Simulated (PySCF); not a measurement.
Planning a spin–spin coupling job on `BN(B)B(C)C`.

Method: B3LYP/pcJ-1 indirect spin-spin coupling, non-relativistic, gas phase (PySCF 2.14.0, density-fitted response routines). Geometry: GFN2-xTB. Work: spin–spin couplings from 16 perturbed nuclei, spin–dipole term for 4 of them, density fitting. A driver script takes a list of jobs; this job's settings line and coordinates (Å) are shown.

Command:
```bash
OMP_NUM_THREADS=1 python probes_run.py task.json out
```

Input:
```
{"job": {"kind": "j", "xc": "B3LYP", "basis": "pcJ-1"}, "charge": 0, "multiplicity": 1}
B      1.475043    -1.409796     0.230441
N      0.949024    -0.126476    -0.078994
B      1.790911     0.945147    -0.477534
B     -0.494986     0.075829     0.023043
C     -1.484253    -0.837790    -0.803386
C     -1.060248     1.198782     0.980982
H      0.751131    -2.276012     0.547653
H      2.630980    -1.585343     0.196622
H      2.944318     0.773171    -0.570780
H      1.323878     1.987848    -0.741470
H     -1.007359    -1.704665    -1.253635
H     -2.321046    -1.183274    -0.199000
H     -1.921821    -0.252982    -1.613217
H     -2.087556     1.480294     0.762389
H     -1.045944     0.825672     2.006187
H     -0.449673     2.098538     0.979288
```

Hardware: an Arm Neoverse V1 with one thread, shared host with 32 logical CPUs at a one-minute load of 11. PySCF's memory limit was set to 1040 MB.

The basis has 262 functions.

Question: How long does the run take?

Answer: About 54 s. The SCF took 14 cycles.

Question: Estimate the peak memory.

Answer: About 1.0 GiB. Peak memory is the resident size of the whole Python process, interpreter and libraries included.

Question: At this speed, how long would 5000 such jobs take on 32 cores, one job a core?

Answer: 5000/32 gives 157 rounds of 54 s, about 2.4 h of wall time and 75 core-hours, if the jobs don't slow each other.

The SCF part of the output:
```
coarse grid: 12696 points
cycle   1  E = -211.5245614818  dE =  2.557e-01  |g| = 5.729e-01  |ddm| = 3.038e+00
cycle   2  E = -211.4811998314  dE =  4.336e-02  |g| = 7.174e-01  |ddm| = 9.141e-01
cycle   3  E = -211.6027795525  dE = -1.216e-01  |g| = 1.071e-01  |ddm| = 5.531e-01
cycle   4  E = -211.6048794057  dE = -2.100e-03  |g| = 4.495e-02  |ddm| = 8.892e-02
cycle   5  E = -211.6052978608  dE = -4.185e-04  |g| = 6.585e-03  |ddm| = 2.990e-02
cycle   6  E = -211.6053099182  dE = -1.206e-05  |g| = 1.635e-03  |ddm| = 7.903e-03
cycle   7  E = -211.6053105936  dE = -6.753e-07  |g| = 2.561e-04  |ddm| = 1.631e-03
final grid: 120752 points
cycle   8  E = -211.6448352105  dE = -1.087e-04  |g| = 8.058e-03  |ddm| = 2.741e-02
cycle   9  E = -211.6448237816  dE =  1.143e-05  |g| = 1.081e-02  |ddm| = 1.141e-02
cycle  10  E = -211.6448488376  dE = -2.506e-05  |g| = 1.403e-03  |ddm| = 6.957e-03
cycle  11  E = -211.6448491988  dE = -3.613e-07  |g| = 5.495e-04  |ddm| = 1.150e-03
cycle  12  E = -211.6448492628  dE = -6.400e-08  |g| = 6.982e-05  |ddm| = 3.525e-04
cycle  13  E = -211.6448492642  dE = -1.366e-09  |g| = 1.477e-05  |ddm| = 7.696e-05
cycle  14  E = -211.6448492642  dE = -5.122e-11  |g| = 3.266e-06  |ddm| = 1.596e-05
converged SCF energy = -211.6448492642
```

On the final grid dE counts from the start density on that grid.

The host was shared with other jobs, so the times are rough.
